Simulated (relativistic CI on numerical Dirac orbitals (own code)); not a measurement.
## Ru²⁺: 3d photoemission

Computed with this model: Dirac-Coulomb-Breit CI, separate exchange-only KLI orbitals for each configuration, model QED, multiplet model of photoemission in the sudden approximation, unscaled Slater integrals; configurations [Kr] 4d6 → [Ar] 3d9 4s2 4p6 4d6; 300 K; Lorentzian 0.3 eV and Gaussian 0.5 eV FWHM. Energies are those of the free ion, without screening or charge transfer. The energies are binding energies and can lie tens of eV above those of solids. S is read from ⟨S²⟩ = S(S + 1).

Field parameters in Wybourne normalisation: Td as Oh with Dq negative (B⁴₀ = 21Dq, B⁴₄ = √(5/14) B⁴₀). The field is a parameter set, without covalency.

Computed curve for free ion, scaled to 100 at the maximum (points under 2 are left out and the grid is thinned):

Energy (eV), Intensity and a bar:
```
    307.0        2.2 
    307.4        3.5 
    307.8        7.3 ##
    308.2       25.6 ########
    308.6       76.0 ########################
    309.0       73.9 #######################
    309.4       66.2 #####################
    309.7       93.8 ##############################
    310.1       89.8 #############################
    310.5       48.0 ###############
    310.9       20.0 ######
    311.3       18.5 #####
    311.7       11.2 ###
    312.1       10.2 ###
    312.5       24.2 #######
    312.9       53.1 #################
    313.3       44.4 ##############
    313.7       31.6 ##########
    314.1       32.0 ##########
    314.5       31.6 ##########
    314.8       22.1 #######
    315.2       15.2 ####
    315.6       13.4 ####
    316.0       10.4 ###
    316.4       15.1 ####
    316.8       10.6 ###
    317.2        3.8 #
    317.6        2.4 
    318.0        3.0 
    318.4        5.1 #
    318.8        6.8 ##
    319.2       18.1 #####
    319.6       16.8 #####
    319.9        8.8 ##
    320.3        5.9 #
    320.7        3.7 #
    321.1        2.9 
    321.5        3.1 
    321.9        3.0 
    322.3        2.2
```

The ground state has S = 1.99, and the centroid lies at 311.96 eV.
